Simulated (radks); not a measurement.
Polarisability of neutral calcium, [Ar] 4s2, at imaginary frequency. Calculated with a radial shooting solver on a logarithmic mesh with Libxc functionals: scalar-relativistic Kohn-Sham, LB94 model potential, spin-polarised, spherical densities, finite nucleus; Fermi nuclear charge, rms radius 3.4776 fm. Response by self-consistent Sternheimer equations with the Hartree and adiabatic LDA kernel, the relativistic mass of each level held fixed and spin-orbit coupling left out.

w (hartree)  alpha1(iw) (bohr^3)
0.00266                    120.9
0.0143                     119.5
0.0360                     112.2
0.0697                     93.82
0.118                      66.62
0.186                      41.05
0.280                      23.54
0.413                      13.40
0.605                      7.820
0.892                      4.655
1.35                       2.686
2.12                       1.387
3.59                      0.5928
6.94                      0.1947
17.5                     0.04128

Static values: alpha1 = 121.0 bohr^3 (17.92 angstrom^3; uncoupled 218.1). C6 = 1473, triple-dipole C9 = 130500 atomic units. One-pole (London) frequency 4 C6 / (3 alpha1^2) = 0.134 hartree, against 0.241 for minus the highest occupied eigenvalue. Recommended static value: 160.8 bohr^3 (Schwerdtfeger and Nagle, 2023 table).
